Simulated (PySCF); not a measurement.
# V²⁺ (vanadium, charge +2) across methods

[Ar] 3d3, high-spin 4F determinant. All numbers are calculated (PySCF 2.14, scalar relativity by spin-free X2C-1e, in aug-cc-pVDZ-DK (7s6p4d2f, 59 functions)).

```tsv
method	E (hartree)	mean ε 3p α (eV)	mean ε 3p β (eV)	mean ε 3d α (eV)	Σ⟨r²⟩ (bohr²)	⟨S²⟩
LDA	-946.143	-61.625	-58.862	-22.720	16.67	3.750
B3LYP	-948.404	-64.499	-60.967	-24.434	16.58	3.751
r2SCAN	-948.356	-62.848	-59.407	-23.062	16.50	3.751
revPBE	-948.287	-61.612	-58.755	-22.665	16.66	3.750
LC-wPBE	-948.222	-67.367	-64.179	-27.627	16.56	3.750
PBE	-948.144	-61.647	-58.798	-22.712	16.67	3.750
UHF	-947.42857	-75.180	-68.007	-30.337	16.40	3.752
M06-2X	-948.382	-68.410	-64.148	-26.606	16.49	3.751
```

Estimate the same row for PBE0.

E (hartree) = -948.187; mean ε 3p α (eV) = -65.276; mean ε 3p β (eV) = -61.447; mean ε 3d α (eV) = -24.790; Σ⟨r²⟩ (bohr²) = 16.55; ⟨S²⟩ = 3.751.
